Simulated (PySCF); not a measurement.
Compound: CH₈F₂O₂Si₃.
Atom-mapped SMILES: `[F:1][CH:2]([F:3])[SiH2:4][O:5][SiH2:6][O:7][SiH3:8]` (hydrogens: H9 on C2; H10, H11 on Si4; H12, H13 on Si6; H14, H15, H16 on Si8)

Torsions of this conformer, `[F:1][CH:2]([F:3])[SiH2:4][O:5][SiH2:6][O:7][SiH3:8]`: F1–C2–Si4–O5 70°, C2–Si4–O5–Si6 -12°, Si4–O5–Si6–O7 26°, O5–Si6–O7–Si8 -14°.

The closed-shell ground state was solved at several levels (PySCF, density fitting, gas phase, non-relativistic). Isolated species at its GFN2-xTB geometry (one conformer only).

```json
{"level": "PBE0/pcSseg-1", "basis functions": "197", "total energy (Eh)": "-1260.8374", "HOMO (eV)": "-8.40", "LUMO (eV)": "0.07", "gap (eV)": "8.47", "dipole (D)": "1.70"}
{"level": "CAM-B3LYP/def2-SVPD", "basis functions": "248", "total energy (Eh)": "-1261.0360", "HOMO (eV)": "-9.96", "LUMO (eV)": "0.67", "gap (eV)": "10.63", "dipole (D)": "1.90"}
```

(1) Estimate the row for PBE0/def2-SVPD, a basis of 248 functions; the other rows only guide the guess.

(2) Over all these levels, which gives the widest orbital gap and which the narrowest?

(3) How far do the dipole and the HOMO energy spread over the levels?

## Answers

(1) Total energy -1260.3555 Eh, HOMO -8.50 eV, LUMO -0.18 eV, gap 8.32 eV, dipole 1.82 D.

(2) CAM-B3LYP/def2-SVPD (range-separated hybrid) has the widest, 10.63 eV, and PBE0/def2-SVPD (global hybrid, 25 % exact exchange) the narrowest, 8.32 eV. The two share the basis. From the narrowest to the widest the HOMO moves by -1.46 eV and the LUMO by +0.85 eV.

(3) The dipole runs from 1.70 to 1.90 D (mean 1.81 D) and the HOMO from -9.96 to -8.40 eV.
